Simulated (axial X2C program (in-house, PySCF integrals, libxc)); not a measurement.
Outer orbitals of GaCl at 2.225 Å, PBE0

All values were computed with an in-house all-electron X2C program for linear molecules (integrals from PySCF). Spin-free means the one-electron spin-free X2C Hamiltonian; two-component (2c) means X2C with spin–orbit coupling and atomic mean-field two-electron Coulomb and Gaunt terms, so the difference of the two also holds small scalar two-electron terms. Basis: Ga dyall-cv3z [9s9p7d4f1g], Cl dyall-av3z [9s8p3d2f] (cores contracted in-house); Gaussian nuclei, density fitting, unrestricted open shells. Masses: Ga 68.926 u, Cl 34.969 u.

The distance is close to the 2c PBE0 minimum; the highest filled and lowest empty levels are listed.

Spin-free orbitals, state M_S = 0, Λ = 0 (closed shell) (Löwdin shares):

```json
{"symmetry": "σα", "occupied": "yes", "ε (eV)": "-23.22", "atomic character": "79% Ga d, 18% Cl s"}
{"symmetry": "δ-α", "occupied": "yes", "ε (eV)": "-22.98", "atomic character": "100% Ga d"}
{"symmetry": "δ+α", "occupied": "yes", "ε (eV)": "-22.98", "atomic character": "100% Ga d"}
{"symmetry": "π-α", "occupied": "yes", "ε (eV)": "-22.87", "atomic character": "100% Ga d"}
{"symmetry": "π+α", "occupied": "yes", "ε (eV)": "-22.87", "atomic character": "100% Ga d"}
{"symmetry": "σα", "occupied": "yes", "ε (eV)": "-21.70", "atomic character": "66% Cl s, 25% Ga d, 5% Ga p"}
{"symmetry": "σα", "occupied": "yes", "ε (eV)": "-11.63", "atomic character": "54% Cl p, 38% Ga s, 4% Cl s"}
{"symmetry": "π-α", "occupied": "yes", "ε (eV)": "-8.77", "atomic character": "91% Cl p, 5% Ga p, 4% Ga d"}
{"symmetry": "π+α", "occupied": "yes", "ε (eV)": "-8.77", "atomic character": "91% Cl p, 5% Ga p, 4% Ga d"}
{"symmetry": "σα", "occupied": "yes", "ε (eV)": "-7.61", "atomic character": "35% Ga s, 33% Cl p, 24% Ga p"}
{"symmetry": "π-α", "occupied": "no", "ε (eV)": "-1.71", "atomic character": "82% Ga p, 8% Cl d, 6% Cl p"}
{"symmetry": "π+α", "occupied": "no", "ε (eV)": "-1.71", "atomic character": "82% Ga p, 8% Cl d, 6% Cl p"}
{"symmetry": "σα", "occupied": "no", "ε (eV)": "0.16", "atomic character": "66% Ga p, 12% Ga d, 10% Cl p"}
{"symmetry": "σα", "occupied": "no", "ε (eV)": "1.44", "atomic character": "53% Cl s, 32% Ga s, 7% Cl d"}
```

One partner of each degenerate Kramers or spin pair is listed.

Spinors with spin–orbit coupling (state Ω = 0):

| ω | occupied | ε (eV) | atomic character | λ mixture |
| --- | --- | --- | --- | --- |
| 1/2 | yes | -23.32 | 86% Ga d, 12% Cl s | 79% σ, 21% π |
| 3/2 | yes | -23.23 | 100% Ga d | 87% δ, 13% π |
| 1/2 | yes | -22.88 | 92% Ga d, 7% Cl s | 78% π, 22% σ |
| 5/2 | yes | -22.82 | 100% Ga d | 100% δ |
| 3/2 | yes | -22.73 | 100% Ga d | 87% π, 13% δ |
| 1/2 | yes | -21.70 | 64% Cl s, 26% Ga d, 5% Ga p | 99% σ, 1% π |
| 1/2 | yes | -11.63 | 54% Cl p, 38% Ga s, 4% Cl s | 100% σ |
| 1/2 | yes | -8.81 | 91% Cl p, 5% Ga p, 4% Ga d | 100% π |
| 3/2 | yes | -8.74 | 91% Cl p, 5% Ga p, 4% Ga d | 100% π |
| 1/2 | yes | -7.61 | 35% Ga s, 33% Cl p, 24% Ga p | 100% σ |
| 1/2 | no | -1.74 | 82% Ga p, 8% Cl d, 6% Cl p | 100% π |
| 3/2 | no | -1.67 | 82% Ga p, 8% Cl d, 6% Cl p | 100% π |
| 1/2 | no | 0.16 | 65% Ga p, 12% Ga d, 10% Cl p | 100% σ |
| 1/2 | no | 1.45 | 52% Cl s, 32% Ga s, 7% Cl d | 100% σ |

One partner of each degenerate Kramers or spin pair is listed.

(1) How does the gap between the highest filled and lowest empty level change from the spin-free to the 2c table?

Mulliken charges and populations of the two-component result (they depend on the basis, above all on diffuse functions):

Ga 0.45 e (s 7.92 p 12.56 d 10.06 f 0.01), Cl -0.45 e (s 5.97 p 11.45 d 0.03).

One determinant describes the state; a PBE0 search over occupations chose it and may have missed a lower one.

Answers

(1) From 5.90 to 5.87 eV at PBE0, a change of -0.03 eV.
